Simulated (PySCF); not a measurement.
PySCF job for Ga(H)2(SeH) (GaH3Se), SMILES [GaH2][SeH], IEF-PCM-M06-2X/def2-SVP. The structure is a stationary point at PBE0-D3(BJ)/def2-TZVP.

```python
import numpy as np
from pyscf import gto, scf, dft
from pyscf.solvent import pcm

mol = gto.M(
    atom='''
    Ga    0.00223591   -1.17600289    0.00000000
    H    -1.39708901   -1.86571572   -0.00000000
    H     1.38977374   -1.88879507   -0.00000000
    Se   -0.04357791    1.14543374   -0.00000000
    H     1.41965101    1.26585340    0.00000000
    ''',
    basis='def2-SVP',
    charge=0,
    spin=0,
    max_memory=1600,
    verbose=3,
)
mf = dft.RKS(mol, xc='m06-2x').density_fit(auxbasis='def2-universal-jkfit')
mf.grids.level = 4
mf.conv_tol = 1e-9
mf.max_cycle = 100
mf.kernel()
res = {}
for name, eps in {'water': 78.355, 'chloroform': 4.7113, 'acetonitrile': 35.688}.items():
    s = mf.PCM()
    s.with_solvent.method, s.with_solvent.eps, s.with_solvent.lebedev_order = 'IEF-PCM', eps, 29
    s.kernel(mf.make_rdm1())
    res[name] = (s.e_tot, eps, s.dip_moment(), s.mo_energy, s.converged)
    print(f'{name}: electrostatic solvation free energy {(s.e_tot - mf.e_tot) * 627.509474:.3f} kcal/mol')
```

Program output:

```
converged SCF energy = -4327.70694523974

WARN: PCM is an experimental feature. It is still in testing.
Features and APIs may be changed in the future.

converged SCF energy = -4327.71237480871
Dipole moment(X, Y, Z, Debye):  1.07451, -1.30667,  0.00000
water: electrostatic solvation free energy -3.407 kcal/mol

WARN: PCM is an experimental feature. It is still in testing.
Features and APIs may be changed in the future.

converged SCF energy = -4327.71073546176
Dipole moment(X, Y, Z, Debye):  0.95941, -1.16991,  0.00000
chloroform: electrostatic solvation free energy -2.378 kcal/mol

WARN: PCM is an experimental feature. It is still in testing.
Features and APIs may be changed in the future.

converged SCF energy = -4327.71223248886
Dipole moment(X, Y, Z, Debye):  1.06387, -1.29484,  0.00000
acetonitrile: electrostatic solvation free energy -3.318 kcal/mol
```

The calculation finished and met its thresholds.

Cost: very roughly 25 core-seconds.
